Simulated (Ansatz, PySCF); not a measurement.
Species: CH₂O (charge 0, singlet). 
Geometry from a B3LYP-D3(BJ)/def2-TZVP (Ansatz, a program for electronic structure) optimisation:
```
O
H 1 0.9706
C 1 1.3085 2 109.01
H 3 1.1140 1 102.40 2 180.00
```
Charge 0, spin multiplicity 1.

Property: vertical ionisation energy (to the doublet state of charge +1; each state is the SCF solution reached for its spin; for the singlet the Hartree-Fock reference is unstable and T1 is 0.017), in eV. Correlated levels leave the core frozen unless marked. Open shells are spin-unrestricted. No spin-orbit coupling. No relativistic terms. CBS(X,Y): correlation extrapolated as X^-3; Hartree-Fock from the larger set. The bracket is a focal-point correction in the basis named.

```tsv
level	program	vertical ionisation energy (eV)	minus last row
HF/aug-cc-pVTZ	Ansatz	8.50	-1.02
HF/def2-TZVPPD	Ansatz	8.50	-1.02
HF/def2-QZVPPD	Ansatz	8.50	-1.02
SVWN5/def2-TZVPD	Ansatz	9.44	-0.08
r2SCAN/def2-TZVPD	Ansatz	9.21	-0.31
B3LYP/def2-TZVPD	Ansatz	9.51	-0.01
BHLYP/def2-TZVPD	Ansatz	9.43	-0.09
CAM-B3LYP/def2-TZVPD	Ansatz	9.54	0.02
wB97M-V/def2-TZVPD	Ansatz	9.53	0.01
RI-MP2/aug-cc-pVTZ	Ansatz	9.35	-0.17
RI-MP2/aug-cc-pVQZ	Ansatz	9.41	-0.11
RI-MP2/def2-QZVPPD	Ansatz	9.39	-0.13
RI-MP2/CBS(aug-cc-pVTZ,aug-cc-pVQZ)	Ansatz	9.45	-0.07
SCS-MP2/def2-SVPD	Ansatz	9.24	-0.28
SCS-MP2/def2-TZVPPD	Ansatz	9.40	-0.12
SCS-MP2/def2-QZVPPD	Ansatz	9.48	-0.04
CCSD/def2-SVPD	Ansatz	9.29	-0.23
CCSD/def2-QZVPPD	Ansatz	9.48	-0.04
CCSD/CBS(def2-TZVPPD,def2-QZVPPD)	Ansatz	9.52	0.00
RI-MP2/CBS(aug-cc-pVTZ,aug-cc-pVQZ)+[CCSD(T)-MP2]/aug-cc-pVTZ	Ansatz	9.55	0.03
CCSD(T)/CBS(def2-TZVPPD,def2-QZVPPD)	Ansatz	9.52	0.00
```

For comparison, minus the highest occupied orbital energy (PySCF): 6.62 eV at PW6B95/def2-TZVPD, 7.86 eV at M06-2X/def2-TZVPD, 5.00 eV at BLYP/def2-TZVPD.
